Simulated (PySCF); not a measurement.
# Which is lower?

The two ends of one reaction step of SiNH$_{5}$ClF, closed shell (PBE0-D4/def2-TZVP).

A:

```
9
angstrom
Si -0.5651 -0.7231 -0.6621
N 0.8035 0.0161 0.1155
H -0.2040 -1.6576 -1.7548
H -1.3394 -1.4101 0.3921
Cl -1.6626 0.7734 -1.5100
H 0.2453 1.1735 1.2727
F -0.0380 1.7563 1.9670
H 1.4409 0.5218 -0.4873
H 1.3393 -0.5965 0.7194
```

B:

Si1  (-0.947, 0.085, -0.108)
N2  (1.332, -0.247, 0.152)
H3  (-0.586, -0.270, -1.493)
H4  (-0.962, -0.950, 0.943)
Cl5  (-3.008, 0.403, -0.336)
H6  (1.602, -0.042, 1.107)
F7  (-0.500, 1.551, 0.371)
H8  (1.843, 0.385, -0.453)
H9  (1.625, -1.194, -0.062)
(Å)

PySCF 2.14 with density fitting (its default auxiliary sets; JK sets also for MP2 and CCSD(T)); basis: def2-TZVPP; cores frozen in the correlated methods. B3LYP uses VWN-RPA correlation.

Q: Which structure is lower at CCSD(T), and by how much? (An estimate is asked for; the value comes from the calculation.)

A: By the calculation: B, by 74.1 kJ/mol (electronic energy, against the other). By their contacts, A is a complex of SiNH₄Cl ([NH2][SiH2][Cl]) + HF and B is a complex of SiH₂ClF ([F][SiH2][Cl]) + NH₃.

All methods give the same order:

| method | E(B) − E(A) (kJ/mol) |
| --- | --- |
| SPW92 | -73.1 |
| PBE-D4 | -69.4 |
| r2SCAN-D4 | -79.3 |
| PBE0-D4 | -71.4 |
| B3LYP-D4 | -71.4 |
| BHLYP-D4 | -76.3 |
| wB97M-V | -79.5 |
| HF | -78.4 |
| MP2 | -72.2 |
| CCSD | -74.9 |
| CCSD(T) | -74.1 |

The T1 diagnostic stays at or below 0.010.

Labels in which every atom is bracketed show which atoms are joined, not bond orders.

For scale, one of the runs: CCSD(T)/def2-TZVPP, 216 basis functions, launched by `OMP_NUM_THREADS=4 python run.py`. Hardware: 4 CPU threads of an Intel Xeon Platinum 8488C, shared host. Wall time 5.6 min; peak host memory 3.4 GiB.
